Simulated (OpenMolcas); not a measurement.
## Levels of Ta II by method

```yaml
Program: OpenMolcas 26.06
Basis: ANO-RCC-VTZP [8s7p5d3f2g1h]
Scalar_Hamiltonian: DKH2, point nucleus
Active_space: 4 electrons in 11 orbitals (5d 6s 6d)
State_averaging: 2S+1 = 5 even, 15 roots; 2S+1 = 3 even, 45 roots kept (CI in the orbitals of an earlier block); 2S+1 = 1 even, 14 roots kept (CI in the orbitals of an earlier block)
Spin-orbit_coupling: RASSI with atomic mean-field integrals over the reference wave functions, term energies averaged over their components
```

Methods on the same reference wave functions:
A. CASSCF
B. SS-CASPT2, IPEA 0.25 Eh, imaginary shift 0.1 Eh (closed shells correlated: 5s 5p)
C. MS-CASPT2, IPEA 0.25 Eh, imaginary shift 0.1 Eh (closed shells correlated: 5s 5p)

Energies in cm⁻¹ above 5d³ 6s ⁵F₁, the measured ground level; measured values from NIST Handbook of Basic Atomic Spectroscopic Data.

| Level | A | B | C | Measured |
| --- | --- | --- | --- | --- |
| 5d³ 6s ⁵F₁ | 0.0 | 0.0 | 0.0 | 0.0 |
| 5d³ 6s ⁵F₂ | 1112 | 1098 | 1068 | 1031 |
| 5d³ 6s ⁵F₃ | 2763 | 2800 | 2780 | 2642 |
| 5d³ 6s ⁵F₄ | 4724 | 4770 | 4760 | 4416 |
| 5d³ 6s ³P₀(1) | 5857 | 3970 | 4280 |  |
| 5d³ 6s ⁵F₅ | 6719 | 6700 | 6700 | 6187 |
| 5d³ 6s ³P₁(1) | 6882 | 5020 | 5050 |  |
| 5d² 6s² ³F₂ [65 %] | 8535 | 4490 | 3770 | 3180 |
| 5d² 6s² ³F₃ | 10968 | 7580 | 7270 | 6831 |
| 5d³ 6s ⁵P₁ | 12422 | 11190 | 11310 |  |
| 5d² 6s² ³F₄ [69 %] | 13587 | 10490 | 10590 | 9746 |
| 5d⁴ ⁵D₀ | 13668 | 14260 | 14070 |  |
| 5d⁴ ⁵D₁ | 14092 | 14590 | 14470 |  |
| 5d³ 6s ⁵P₃ | 14583 | 13340 | 13330 |  |
| 5d⁴ ⁵D₃ | 15936 | 16790 | 16830 |  |
| 5d³ 6s ¹G₄ [60 %] | 17400 | 14440 | 14340 |  |
| 5d³ 6s ³G₅ [62 %] | 17463 | 16060 | 16060 |  |
| 5d⁴ ⁵D₄ [56 %] | 17935 | 18850 | 18860 |  |

Deviations, from unrounded energies. A percentage is the sum of absolute deviations over the sum of measured energies, with the sign that they share, or ± where signs differ.

```
                  Against measurement  Levels      A      B     C
       mean absolute deviation (cm-1)       7   2100    560   420
fine structure of the ground term (%)       4   +7.3   +7.6  +7.2
             other configurations (%)       3  +67.5  +14.2  +9.5
```

C lies closest to measurement on these levels and A furthest from it. The largest miss of C in the table is 5d² 6s² ³F₄ [69 %], by +840 cm-1. The ranking rests on the paired levels alone, and a cruder setting can come out closer through cancelling errors.

Between B and C the level of the table that moves most is 5d² 6s² ³F₂ [65 %], by 720 cm-1 (lowest in C, highest in B). Moves below CASPT2's spread within the term are not significant.

The mean deviations of B to C differ by less than CASPT2's widest spread within a term (640 cm-1), so their order carries little weight.

From A to B the spin-free energies of the other terms of 5d³ 6s shown, above ⁵F, scale by factors of 0.56 to 0.87.

The lowest spin-free term lies below A's lowest term by 0.270 hartree in B, 0.270 hartree in C.

Term energies are means over components that CASPT2 splits; among the terms shown or strongly mixed into the levels shown the widest spread is 640 cm-1 (5d³ 6s ⁵F, C). Terms from blocks run as CI alone lack orbitals of their own. Active for correlation alone: 6d; no level in the range computed is led by a configuration that fills it, so any true level of that kind is missing. Without dynamic correlation excited terms often stand tens of per cent too high (terms of higher spin than the ground term too low), and those without a measured partner can miss by more than the paired ones (holds for A). The CASPT2 spread within a term exceeds the gap to the next term for 5d³ 6s ¹G and 5d³ 6s ³G, 5d³ 6s ³P(2) and 5d³ 6s ³H, so the order of their levels is uncertain, and so are names and mixing where such terms share a J (holds for C). Measured partners are found by configuration, term and J. A level has none where our copy of the source lacks it or the pairing is in doubt (some pairs that miss far off the trend of their configuration count as doubtful), and it then counts in no deviation. Only configurations of the active space appear. Levels that lie high or do not pair safely by name in every column are left out.

A share in square brackets marks a mixed level and gives the weight of the term that names it, the lowest over the columns. A number in round brackets counts repeated terms of one configuration in the order of the reference energies.
